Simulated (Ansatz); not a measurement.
`C[N](C)[In]([CH3])[Br]` + H₂ → `[CH3][InH][Br]` + `CNC`  (hydrogenolysis of the In–N bond)

Calculated with Ansatz (gas phase, PBE0-D4/def2-TZVP geometries, no zero-point term in ΔE). CCSD(T)/CBS adds triple-zeta CCSD(T) − MP2 to the extrapolated MP2 energy (def2 sets, frozen cores). This one scheme is used for every species. Functionals use def2-TZVPP. Elements past krypton have def2 core potentials. For Br, In outer-core shells are correlated without core-valence functions, which leaves a few kJ/mol of doubt a bond. Scalar relativity is left out up to krypton. Each species was taken in one conformer, which may not be the lowest.

| level | ΔE (kcal/mol) |
| --- | --- |
| ωB97M-V | -2.9 |
| MP2/CBS(def2) | 4.3 |

(1) What does CCSD(T)/CBS give? (An estimate is asked.)

Largest T1 diagnostic among the species: 0.013.

Answers

(1) Ansatz gave: +1.3 kcal/mol. The listed levels differ from it by -4.2, 3.0 kcal/mol.

From BLYP to BHLYP (50 % exact exchange), in def2-TZVPP and without D4, ΔE moves by −2.8 kcal/mol. At CCSD(T), def2-SVP lies −2.3 kcal/mol from the extrapolated value and def2-TZVPP −1.5 kcal/mol.
